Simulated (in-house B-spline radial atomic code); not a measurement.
Results of a calculation; reference values are marked as such.
**Sr in an electron gas of r_s = 3: phase shifts, screening, friction and resistivity**

A nucleus sits in a uniform electron gas with a rigid positive background. The Kohn-Sham equations are solved self-consistently in the spin-unpolarised LDA (PW92), non-relativistic, on B-splines with outgoing waves at the boundary and partial waves to l = 8. The model has no lattice, no bands and no magnetic solution. Atomic units; δ_l are the phase shifts at the Fermi level, counted so that each bound state adds π, and good to about 0.0005.

The density parameter is r_s = 3 bohr, near that of the valence electrons of Ag (1 per atom, density 10.5 g/cm³, mass 107.87 u, which gives r_s = 3.02).

```csv
l,δ_l (rad)
0,12.0852
1,9.2853
2,3.9691
3,-0.0092
4,-0.0035
5,-0.0003
6,-0.0003
7,-0.0001
8,-0.0002
```

Bound levels below the band bottom (hartree): s -11.4, p -8.931, d -4.442, s -1.101, p -0.4988 and deeper ones.

Q: Check the Friedel sum rule, and say where the screening charge sits.

A: k_F = (9π/4)^(1/3)/r_s = 0.63972. The rule is Z = (2/π) Σ (2l + 1) δ_l. The terms are s 7.694, p 17.734, d 12.634, f -0.041 and -0.028 beyond, in all 37.993 against Z = 38. Bound states hold 8 s, 18 p, 10 d electrons, so the scattering states carry 1.99 in all; where a term is smaller than its bound count, the bound level has drawn weight out of the band.

Q: Find the transport cross section and the electronic stopping of a 10 keV Sr ion (mass 87.62 u).

A: σ_tr = (4π/k_F²) Σ (l + 1) sin²(δ_l − δ_(l+1)). The terms for l = 0 to 3 are 0.1123, 1.3552, 1.6537, 0.0001, all together 3.1214, so σ_tr = 30.707 × 3.1214 = 95.846 bohr². With n = 3/(4π r_s³) = 0.008842, the friction coefficient is Q = n k_F σ_tr = 0.5421. For v well below v_F = 0.640, dE/dx = Q v; with 24801 eV per u at v = 1, v = √(10000/(24801 × 87.62)) = 0.0678, so dE/dx = 0.03678 hartree/bohr = 18.9 eV/nm. The largest term couples the d and f waves.

Q: What residual resistivity would 1 atomic per cent of such centres give in Ag?

A: Δρ = k_F n_i σ_tr/n in atomic units of 21.74 μΩ·cm. With one host atom per 1 electron, n_i/n = 0.01/1, so Δρ = 0.6397 × 0.01000 × 95.846 × 21.74 = 13.33 μΩ·cm. This is an atom added to the gas, as on an interstitial site.

Q: On a substitutional site the background of one host ion, a sphere holding 1 charge, is taken out. The phase shifts for l = 0 to 4 become 11.9820, 9.2480, 3.6862, -0.0015, -0.0028. What follows?

A: The Friedel sum is now 37.00, for Z − 1 = 37. The sum in σ_tr is 1.8387, so σ_tr = 56.46 bohr² and Δρ = 7.85 μΩ·cm per atomic per cent, 0.59 times the value above. A real host ion scatters too, so this model doesn't give zero even for the host's own atom.
